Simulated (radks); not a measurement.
Polarisability of neutral praseodymium, [Xe] 4f3 6s2, at imaginary frequency. Method: scalar-relativistic Kohn-Sham, LB94 model potential, spin-unpolarised, spherical densities, finite nucleus; Fermi nuclear charge, rms radius 4.8919 fm; computed with a radial shooting solver on a logarithmic mesh with Libxc functionals. Response by self-consistent Sternheimer equations with the Hartree and adiabatic LDA kernel, the relativistic mass of each level held fixed and spin-orbit coupling left out.

| w (hartree) | alpha1(iw) (bohr^3) |
|---|---|
| 0.00266 | 156.4 |
| 0.0143 | 154.3 |
| 0.0360 | 143.8 |
| 0.0697 | 118.3 |
| 0.118 | 82.86 |
| 0.186 | 51.44 |
| 0.280 | 30.72 |
| 0.413 | 18.73 |
| 0.605 | 11.80 |
| 0.892 | 7.433 |
| 1.35 | 4.430 |
| 2.12 | 2.380 |
| 3.59 | 1.109 |
| 6.94 | 0.4059 |
| 17.5 | 0.08848 |

Static values: alpha1 = 156.4 bohr^3 (23.18 angstrom^3; uncoupled 296.2). C6 = 2413, triple-dipole C9 = 270400 atomic units. One-pole (London) frequency 4 C6 / (3 alpha1^2) = 0.131 hartree, against 0.228 for minus the highest occupied eigenvalue. Recommended static value: 216 bohr^3 (Schwerdtfeger and Nagle, 2023 table).

Beside tabulated values, note that spin-unpolarised runs miss the spin-polarisation part of the exchange energy of open shells.
